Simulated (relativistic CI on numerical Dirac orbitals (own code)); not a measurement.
## Mn2+ in a cubic cluster: 3s photoemission with charge transfer

Computed with a charge-transfer multiplet model of a cubic metal-ligand cluster with up to 3 ligand holes, Slater and spin-orbit integrals from Dirac-Coulomb-Breit ions, Slater integrals scaled by 0.7. The parameters are those of a tetrahedral site (10Dq negative, t2 hopping the larger). The ground state mixes d5 with configurations of k ligand holes L, whose averages lie at kΔ + k(k − 1)U_dd/2; a core hole lowers each added d electron by U_cd. 300 K, Lorentzian 1.4 eV and Gaussian 0.8 eV FWHM.

Atomic integrals in eV (Slater integrals scaled, ζ unscaled), ground: F2dd 7.178, F4dd 4.458, zeta_d 0.037; with the core hole: F2dd 8.024, F4dd 5.022, zeta_d 0.045, G2cd 8.200.

Cluster parameters (eV): U_dd = 5.2, U_cd = 6.1, 10Dq = -0.2, 10Dq(ligand) = 0, V(eg) = 0.9, V(t2g) = -1.53, final-state hopping factor = 1.

Weights, n_d and S are thermal averages at 300 K. Binding energies count from the first peak over 30 % of the highest in each spectrum, which can be another peak from case to case. The parameters are a model scan and need not match a compound or its usual spin state. Peaks in eV (height, largest 100): 0.0 (100), 5.4 (45), 8.0 (50), 13.1 (29), 17.7 (16).

Problem. Which parameters give this spectrum?
A. Δ = 4 eV
B. Δ = 1 eV
C. Δ = 7 eV

Solution. B. Δ = 1 eV; the ground state then has 5.41 d electrons and S = 2.50. The choice follows from running the model for each set and comparing peak positions and heights. Without intra-shell correlation the exchange splitting of the 3s hole comes out too large.
